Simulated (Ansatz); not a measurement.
Isolated molecules relaxed with PBE0-D4/def2-TZVP in Ansatz; ΔE leaves out vibrations. CCSD(T)/CBS is the MP2 limit (def2-TZVPP, def2-QZVPP) plus CCSD(T) − MP2 in def2-TZVPP, frozen cores. This one scheme is used for every species, atoms too. Functionals use def2-TZVPP. B3LYP here is the variant with VWN-RPA as its local correlation; programs differ in this. Open shells (•) are unrestricted, without spin–orbit coupling. Spin–orbit coupling would lower the free atoms: a little for O, S, Si; clearly for Ge. For Ge outer-core shells are correlated without core-valence functions, so the limit isn't a true one: a few kJ/mol of doubt a bond, and 10 to 20 or more in all where bonds break to atoms. Scalar relativity is left out up to krypton. Each species was taken in one conformer, which may not be the lowest.

Reaction (atomization): `[SiH3][O][GeH2][SH]` → Ge• + 6 H• + O• + S• + Si•

```csv
level,ΔE (kJ/mol),difference from CCSD(T)/CBS
PBE-D4,3056.3,-41.2
PBE0-D4,3026.5,-71.0
B3LYP-D4,3058.7,-38.8
ωB97X-V,3107.2,9.7
ωB97M-V,3079.5,-18.0
B2PLYP,3030.8,-66.7
PBE,3032.2,-65.3
PBE0,3005.9,-91.6
B3LYP,3019.5,-78.0
HF/def2-TZVPP,2240.2,-857.3
MP2/def2-TZVPP,3032.1,-65.4
CCSD/def2-TZVPP,2978.1,-119.4
CCSD(T)/def2-TZVPP,3018.6,-78.9
SCS-MP2/def2-QZVPP,3100.6,3.1
MP2/CBS(def2),3111.0,13.5
CCSD/CBS(def2),3057.1,-40.4
CCSD(T)/CBS,3097.5,0
```

Largest T1 diagnostic among the species: 0.012.

The D4 term adds +39.1 kJ/mol with B3LYP and +20.7 kJ/mol with PBE0; it sums over pairs of atoms, weighted by their polarisabilities, and B3LYP, whose exchange is more repulsive, gets the larger term. In def2-TZVPP, CCSD(T) changes the Hartree–Fock value by +778.4 kJ/mol (the triples alone add +40.5 kJ/mol) and MP2 by +791.9 kJ/mol; breaking electron pairs costs correlation energy, which Hartree–Fock lacks.

For atomizations the MP2-based limit and the directly extrapolated one differ by several kJ/mol either way, and by 10 to 25 for some Ge, Se and Sn compounds, so smaller differences from it don't rank the levels.
